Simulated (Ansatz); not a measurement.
Computed with Ansatz on PBE0-D4/def2-TZVP structures; ΔE is electronic, products minus reactants. CCSD(T)/CBS adds triple-zeta CCSD(T) − MP2 to the extrapolated MP2 energy (def2 sets, frozen cores). This one scheme is used for every species. DFT in def2-TZVPP.

`CC1(F)BO1` + SiH₄ → `CC1([SiH3])BO1` + H–F  (formal exchange of groups at a C–F bond)

`CC1(F)BO1`:

Cartesian coordinates in Å:
```
C -0.738 -0.078 -0.893
C 0.457 -0.050 -0.006
F 1.602 -0.193 -0.731
B 0.569 -0.069 1.501
O 0.556 1.114 0.877
H -1.648 0.080 -0.316
H -0.802 -1.046 -1.391
H -0.656 0.702 -1.655
H 0.662 -0.461 2.613
```

SiH₄:

Cartesian coordinates in Å:
```
Si 0.000 0.000 0.000
H 1.151 0.902 0.258
H -1.235 0.808 -0.159
H -0.163 -0.934 1.142
H 0.248 -0.775 -1.242
```

`CC1([SiH3])BO1`:

```xyz
12

C    -1.244    0.146    0.836
C    -0.193   -0.017   -0.229
Si    1.604    0.016    0.302
B    -0.572   -0.432   -1.640
O    -0.438    0.874   -1.459
H    -1.126    1.088    1.380
H    -1.157   -0.670    1.559
H    -2.255    0.117    0.422
H     1.831   -1.080    1.282
H     1.944    1.312    0.950
H     2.477   -0.188   -0.882
H    -0.872   -1.165   -2.521
```

H–F:

Cartesian coordinates in Å:
```
F -0.054 0.206 -0.408
H 0.054 -0.206 0.408
```

Problem. Is it downhill or uphill in electronic energy at CCSD(T)/CBS, and by how much? (Best estimate.)

Solution. Ansatz gave: Downhill: ΔE = -11.2 kcal/mol.

Problem. What do these levels give: PBE-D4, PBE0-D4, ωB97M-V, B2PLYP, PBE0, SCS-MP2/def2-TZVPP? (Estimate.)

Solution. Ansatz gave: PBE-D4 -8.3, PBE0-D4 -8.6, ωB97M-V -7.5, B2PLYP -7.7, PBE0 -7.2, SCS-MP2/def2-TZVPP -10.1 kcal/mol.

Largest T1 diagnostic among the species: 0.015.

In def2-TZVPP, CCSD(T) changes the Hartree–Fock value by −6.6 kcal/mol (the triples alone add −0.8 kcal/mol) and MP2 by −9.4 kcal/mol. The D4 term adds −2.6 kcal/mol with B3LYP and −1.4 kcal/mol with PBE0; it sums over pairs of atoms, weighted by their polarisabilities, and B3LYP, whose exchange is more repulsive, gets the larger term.

B3LYP here is the variant with VWN-RPA as its local correlation; programs differ in this.
